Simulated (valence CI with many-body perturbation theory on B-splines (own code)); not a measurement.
# Forbidden lines of Ba¹⁶⁺

Method: configuration interaction combined with many-body perturbation theory (CI+MBPT): four valence electrons over a frozen Dirac-Fock core [Kr], a basis of 9 s, 9 p, 10 d, 8 f, 5 g, 3 h, 1 i functions for each j, with the one-electron correlation potential Σ1, the two-electron term Σ2, the three-electron term Σ3, Breit, model QED; selected CI, second order for the rest (own B-spline code, finite nucleus).

No measured spectrum was set against this ion. As an estimate, terms of the open shell hold to 2 to 4 % of their energy, and close levels can change places. Core correlation moves these levels by up to 7300 cm⁻¹, and in measured spectra 5 to 20 % of such shifts remained as error; rates that hang on mixing are uncertain with them. Only levels of the ground parity were solved; by the run's estimate the other parity begins above the list, which can be wrong where configurations are misplaced.

Lines 51 to 100 of 120 in falling wavelength, among levels below 223010 cm⁻¹, chosen from the decays that carry over 1 % of a level's rate. Wavelengths and rates use the calculated energies, so an error of 2000 cm⁻¹ moves a line at 3059 Å by 6.1 % and its rate by three times that or more. S is in atomic units (e²a₀⁴ for E2 and M2, e²a₀⁶ for E3), for M1 in squared Bohr magnetons. Weak lines are less certain than strong ones. Lines between different terms over intervals too small for the method are left out, as are lines whose strength nearly cancels.

Names give the largest LS component (configuration and term), which can be under half, so a name can repeat, a term be missing and a line seem to break the LS rules; names also repeat where a configuration has a term twice. Letters in brackets count levels of one name in rising energy.

```tsv
λ vac (Å)	Upper	Lower	Type	A (s⁻¹)	S (a.u.)
3059	4d4 3F_4 [b]	4d4 3G_4	M1	5.40e+00	5.16e-02
3054	4d4 3P_2 [b]	4d4 3D_2	M1	1.13e+02	5.96e-01
2995	4d4 3P_2 [a]	4d4 3G_3	M1	1.70e+01	8.46e-02
2993	4d4 1I_6	4d4 3H_5	M1	1.89e+02	2.45e+00
2966	4d4 3D_1	4d4 3F_2 [a]	M1	1.99e+02	5.78e-01
2887	4d4 3P_0 [a]	4d4 5D_1	M1	1.08e+03	9.61e-01
2843	4d4 1F_3	4d4 3D_3	M1	1.43e+02	8.52e-01
2800	4d4 3G_3	4d4 5D_2	M1	1.08e+02	6.13e-01
2646	4d4 1F_3	4d4 3D_2	M1	1.06e+02	5.08e-01
2609	4d4 3F_2 [a]	4d4 5D_2	M1	1.80e+02	5.91e-01
2565	4d4 3F_4 [c]	4d4 3G_5	M1	1.34e+02	7.57e-01
2542	4d4 3G_4	4d4 5D_4	M1	3.33e+00	1.83e-02
2476	4d4 1F_3	4d4 3G_4	M1	8.29e+01	3.26e-01
2431	4d4 3G_5	4d4 3H_4	M1	1.72e+01	1.01e-01
2416	4d4 3P_1 [a]	4d4 5D_2	M1	6.08e+02	9.53e-01
2376	4d4 3P_2 [c]	4d4 3D_3	M1	2.88e+01	7.16e-02
2361	4d4 3F_3 [b]	4d4 3P_2 [a]	M1	5.55e+01	1.90e-01
2280	4d4 3F_4 [b]	4d4 3H_5	M1	3.96e+01	1.57e-01
2269	4d4 3F_4 [c]	4d4 3F_3 [a]	M1	3.87e+02	1.51e+00
2268	4d4 3P_2 [b]	4d4 3P_1 [a]	M1	6.93e+01	1.50e-01
2257	4d4 1S_0 [a]	4d4 3P_1 [a]	M1	9.04e+02	3.85e-01
2244	4d4 3D_3	4d4 5D_4	M1	2.30e+02	6.76e-01
2215	4d4 3F_4 [a]	4d4 5D_4	M1	1.07e+02	3.87e-01
2186	4d4 3D_2	4d4 5D_3	M1	1.52e+01	2.95e-02
2131	4d4 3D_1	4d4 3P_0 [a]	M1	3.94e+02	4.24e-01
2122	4d4 3F_4 [b]	4d4 3G_3	M1	6.76e+01	2.16e-01
2120	4d4 3P_2 [b]	4d4 3F_2 [a]	M1	3.59e+01	6.34e-02
2090	4d4 3F_2 [a]	4d4 5D_1	M1	2.74e+02	4.64e-01
2072	4d4 3F_3 [b]	4d4 3F_3 [a]	M1	1.80e+01	4.15e-02
2071	4d4 3F_2 [b]	4d4 3F_3 [a]	M1	2.28e+02	3.76e-01
2067	4d4 3D_3	4d4 5D_3	M1	1.03e+01	2.36e-02
2042	4d4 3F_4 [a]	4d4 5D_3	M1	1.50e+02	4.27e-01
2009	4d4 3P_2 [b]	4d4 3G_3	M1	1.33e+02	1.99e-01
1949	4d4 3F_4 [c]	4d4 3F_4 [a]	M1	5.41e+02	1.33e+00
1909	4d4 3F_3 [a]	4d4 5D_4	M1	8.60e+00	1.55e-02
1896	4d4 3D_2	4d4 5D_2	M1	1.92e+00	2.42e-03
1824	4d4 1F_3	4d4 3G_3	M1	9.90e+01	1.56e-01
1806	4d4 3D_3	4d4 5D_2	M1	9.10e+00	1.39e-02
1802	4d4 3F_3 [b]	4d4 3F_4 [a]	M1	7.34e+01	1.11e-01
1797	4d4 3F_4 [b]	4d4 3H_4	M1	7.60e+01	1.47e-01
1784	4d4 3P_2 [c]	4d4 3P_1 [a]	M1	1.41e+02	1.48e-01
1782	4d4 3F_2 [b]	4d4 3D_3	M1	1.93e+02	2.03e-01
1779	4d4 3F_3 [a]	4d4 5D_3	M1	1.56e+02	2.27e-01
1750	4d4 3F_4 [c]	4d4 3G_4	M1	2.01e+02	3.60e-01
1739	4d4 3G_5	4d4 5D_4	M1	2.00e+01	4.29e-02
1620	4d4 3P_2 [c]	4d4 3G_3	M1	1.60e+02	1.26e-01
1610	4d4 3P_2 [a]	4d4 5D_3	M1	6.82e+02	5.27e-01
1606	4d4 3D_2	4d4 5D_1	M1	4.84e+01	3.72e-02
1582	4d4 3F_3 [a]	4d4 5D_2	M1	2.01e+02	2.07e-01
1578	4d4 1F_3	4d4 3H_4	M1	9.98e+01	1.02e-01
```
